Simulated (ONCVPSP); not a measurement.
**Which change was made? (Hf, ONCV)**

* Element: hafnium (Hf)
* Generator: ONCVPSP 4.0.1
* Type: optimised norm-conserving Vanderbilt (ONCV)
* Functional: PBE
* Relativity: scalar-relativistic
* Frozen core: [Kr] 4d10 4f14
* Valence charge: 12
* Reference configuration: 5s2 5p6 5d2 6s1 (charge +1)
* Partial waves: 5s+6s: rc 1.70 bohr, ncon 4, nbas 9, qcut 6.4 1/bohr, 2 projectors; 5p: rc 1.75 bohr, ncon 4, nbas 8, qcut 8.1 1/bohr, 2 projectors, debl 3.7 Ha; 5d: rc 3.10 bohr, ncon 4, nbas 9, qcut 4.7 1/bohr, 2 projectors, debl 1.3 Ha
* Local potential: polynomial inside 1.25 bohr (lpopt 4, dvloc0 0 Ha)
* Core correction: polynomial model core, fcfact 0.55

Cutoffs, loose and tight: the cutoffs (Ha) at which the residual kinetic energy of the hardest occupied pseudo-wave falls to 1 and 0.1 mHa per electron. They do not see the model core or the augmentation charge, which bear on the density cutoff. Test errors are all-electron minus pseudo excitation energies from the reference, over the configurations 5s2 5p6 5d2 6s2; 5s2 5p6 5d2 6s0; 5s2 5p6 5d1 6s0; 5s2 5p6 5d2 6s1.5; variants that change the core or the reference have their own tests.

The base gives: outcome: generated; cutoff, loose: 21 Ha; cutoff, tight: 25 Ha; bound ghosts: none; GHOST(+) flags above zero: s; largest test error (meV): -14.

Task: After one change the result is: outcome: generated; cutoff, loose: 13 Ha; cutoff, tight: 17 Ha; bound ghosts: none; GHOST(+) flags above zero: d; largest test error (meV): +78. Which change was it?
A. p: qcut 6.1
B. all radii but the core radius scaled by about 1.22 (s 2.06, p 2.12, d 3.78 bohr); local potential polynomial inside 1.52 bohr (lpopt 4, dvloc0 0 Ha)
C. core [Xe] 4f14, valence charge 4; reference 5d2 6s1.5; waves now 6s: rc 2.70 bohr, ncon 4, nbas 7, qcut 1.9 1/bohr, 3 projectors, debl 2.1 Ha; p scattering state at 0.46 Ha: rc 2.70 bohr, ncon 4, nbas 7, qcut 2.8 1/bohr, 2 projectors, debl 2.3 Ha; 5d: rc 2.45 bohr, ncon 4, nbas 8, qcut 6.8 1/bohr, 2 projectors, debl 1 Ha; local potential polynomial inside 2.15 bohr (lpopt 5, dvloc0 0 Ha)

Result: B. The others give: core [Xe] 4f14, valence charge 4; reference 5d2 6s1.5; waves now 6s: rc 2.70 bohr, ncon 4, nbas 7, qcut 1.9 1/bohr, 3 projectors, debl 2.1 Ha; p scattering state at 0.46 Ha: rc 2.70 bohr, ncon 4, nbas 7, qcut 2.8 1/bohr, 2 projectors, debl 2.3 Ha; 5d: rc 2.45 bohr, ncon 4, nbas 8, qcut 6.8 1/bohr, 2 projectors, debl 1 Ha; local potential polynomial inside 2.15 bohr (lpopt 5, dvloc0 0 Ha) → outcome: generated, projector energies reset by the program; cutoff, loose: 12 Ha; cutoff, tight: 15 Ha; bound ghosts: none; GHOST(+) flags above zero: s, p; largest test error (meV): -30 | p: qcut 6.1 → outcome: generated; cutoff, loose: 16 Ha; cutoff, tight: 19 Ha; bound ghosts: none; GHOST(+) flags above zero: s; largest test error (meV): -14.
